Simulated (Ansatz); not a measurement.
C2HClF2Si, SMILES `C#C[Si](F)(F)Cl`, relaxed with RKS PBE-D4/def2-SVP in Ansatz 0.2.0 from a rough embedded geometry. The force threshold is 0.03 eV/Å; the program also tests the step.

Charge 0, multiplicity 1.

Start:

```xyz
7

C    -0.718    0.182   -1.939
C    -0.313    0.046   -0.757
Si    0.278   -0.124    1.025
F    -0.371   -1.315    1.689
F    -0.178    1.214    1.834
Cl    2.333   -0.253    1.052
H    -1.030    0.250   -2.904
```

(1) By how much does the energy fall, and how many steps does the optimiser take? (Best estimate.)

(2) Which bonds change most? (Best estimate.)

(3) Give the relaxed structure. (An estimate is asked.)

Results:

(1) The calculation gave: 10.37 kcal/mol, in 4 steps.

(2) The calculation gave: Si3–F4 from 1.510 to 1.618 Å; C2–Si3 from 1.885 to 1.808 Å; C1–H7 from 1.016 to 1.083 Å; C1–C2 from 1.257 to 1.227 Å.

(3) Ansatz gave: 
```xyz
7

C    -0.695    0.162   -1.891
C    -0.309    0.065   -0.730
Si    0.279   -0.077    0.974
F    -0.385   -1.368    1.687
F    -0.166    1.224    1.827
Cl    2.312   -0.253    1.048
H    -1.036    0.247   -2.915
```
